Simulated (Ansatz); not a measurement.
Computed with Ansatz on PBE0-D4/def2-TZVP structures; ΔE is electronic, products minus reactants. CCSD(T)/CBS adds triple-zeta CCSD(T) − MP2 to the extrapolated MP2 energy (def2 sets, frozen cores). Functionals use def2-TZVPP. B3LYP here is the variant with VWN-RPA as its local correlation; programs differ in this. For Ga outer-core shells are correlated without core-valence functions, which leaves a few kJ/mol of doubt a bond. Scalar relativity is left out up to krypton. Each species was taken in one conformer, which may not be the lowest.

Consider the redistribution: `[OH][Ga]([Cl])[O][SiH3]` + `BN=C` → `C=[N][Ga]([OH])[Cl]` + `BO[SiH3]`.

```
             level  ΔE (kcal/mol)  difference from CCSD(T)/CBS
           PBE0-D4           10.9                          2.6
           ωB97X-V            8.6                          0.3
           ωB97M-V            8.8                          0.5
            B2PLYP            9.5                          1.2
               PBE           12.2                          3.9
             B3LYP           10.4                          2.1
   CCSD/def2-TZVPP            8.4                          0.1
SCS-MP2/def2-QZVPP            7.9                         -0.4
      HF/CBS(def2)            5.5                         -2.8
    CCSD/CBS(def2)            8.0                         -0.3
       CCSD(T)/CBS            8.3                            0
```

Largest T1 diagnostic among the species: 0.016.

In def2-TZVPP, CCSD(T) changes the Hartree–Fock value by +3.2 kcal/mol (the triples alone add +0.3 kcal/mol) and MP2 by +3.1 kcal/mol. From PBE to PBE0 (25 % exact exchange), in def2-TZVPP and without D4, ΔE moves by −1.4 kcal/mol.

CCSD(T)/CBS has its own doubt, a few kJ/mol and more with outer-core shells, so smaller differences from it don't rank the levels.
